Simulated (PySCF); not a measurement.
ClH6NOSi2, SMILES [Si@@H](N[SiH3])(O)Cl. Geometry: r2SCAN-D4/def2-SVP. The structure was generated by enumeration; whether it is a known compound was not checked. Other conformers were not sampled.

Computed equilibrium geometry at r2SCAN-D4/def2-SVP (PySCF confirms it by a frequency run) as a Z-matrix (one conformer of several):
```
N
H 1 1.0195
Si 1 1.7224 2 115.60
O 3 1.6525 1 113.71 2 -59.90
H 4 0.9656 3 116.77 1 -52.51
Si 1 1.7562 2 114.63 3 177.31
H 3 1.4769 4 103.98 5 -178.41
H 6 1.4915 1 112.56 2 -118.22
H 6 1.4924 8 108.37 1 124.80
H 6 1.4933 8 109.10 9 118.25
Cl 3 2.0808 7 109.21 4 118.96
```
